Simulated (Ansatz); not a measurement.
`CC(F)[SiH2][SiH3]` + `OC(O)(O)F` → `OC(O)(F)O[SiH3]` + `CC(F)[SiH3]`  (cleavage of the Si–Si bond)

Gas-phase electronic energies from Ansatz, PBE0-D4/def2-TZVP geometries. CCSD(T)/CBS adds triple-zeta CCSD(T) − MP2 to the extrapolated MP2 energy (def2 sets, frozen cores). DFT in def2-TZVPP. One conformer a species, not always the lowest.

`CC(F)[SiH2][SiH3]`:

```xyz
14

C     0.285    1.747    1.485
C     0.069    0.335    1.000
F    -1.217   -0.083    1.374
Si    0.230    0.111   -0.888
Si   -0.454   -2.036   -1.515
H     1.300    2.074    1.247
H    -0.416    2.437    1.010
H     0.151    1.807    2.568
H     0.771   -0.343    1.502
H     1.659    0.330   -1.255
H    -0.591    1.150   -1.569
H     0.294   -3.051   -0.724
H    -1.909   -2.215   -1.276
H    -0.172   -2.262   -2.958
```

`OC(O)(O)F`:

```xyz
8

O     0.418    1.307    0.099
C     0.123    0.008   -0.182
O     1.072   -0.735    0.450
O    -1.171   -0.349    0.152
F     0.171   -0.208   -1.531
H    -0.240    1.851   -0.346
H     0.885   -1.660    0.256
H    -1.258   -0.214    1.102
```

`OC(O)(F)O[SiH3]`:

```xyz
11

O     1.354    0.242    0.440
C     0.317    0.909   -0.178
O     0.717    1.678   -1.236
F    -0.216    1.793    0.712
O    -0.613   -0.003   -0.550
Si   -1.000   -1.362    0.347
H     2.001    0.894    0.729
H     0.854    1.088   -1.985
H    -1.166   -1.014    1.777
H     0.032   -2.411    0.184
H    -2.281   -1.815   -0.239
```

`CC(F)[SiH3]`:

Cartesian coordinates in Å:
```
C -1.352 -0.303 -0.317
C 0.101 -0.666 -0.127
F 0.618 -1.130 -1.345
Si 1.197 0.776 0.454
H -1.464 0.518 -1.027
H -1.915 -1.162 -0.690
H -1.790 0.005 0.636
H 0.187 -1.498 0.582
H 0.719 1.231 1.788
H 1.090 1.897 -0.515
H 2.609 0.332 0.562
```

| level | ΔE (kcal/mol) |
| --- | --- |
| ωB97M-V | -20.7 |
| r2SCAN | -18.2 |
| PBE0 | -15.6 |
| MP2/def2-TZVPP | -21.5 |

Task: What does CCSD(T)/CBS give? (Best estimate.)

Result: Computed: -19.9 kcal/mol. The listed levels differ from it by -0.8, 1.7, 4.3, -1.6 kcal/mol.

Largest T1 diagnostic among the species: 0.012.

From PBE to PBE0 (25 % exact exchange), in def2-TZVPP and without D4, ΔE moves by −1.6 kcal/mol. In def2-TZVPP, CCSD(T) changes the Hartree–Fock value by +5.6 kcal/mol (the triples alone add +0.7 kcal/mol) and MP2 by +3.8 kcal/mol.
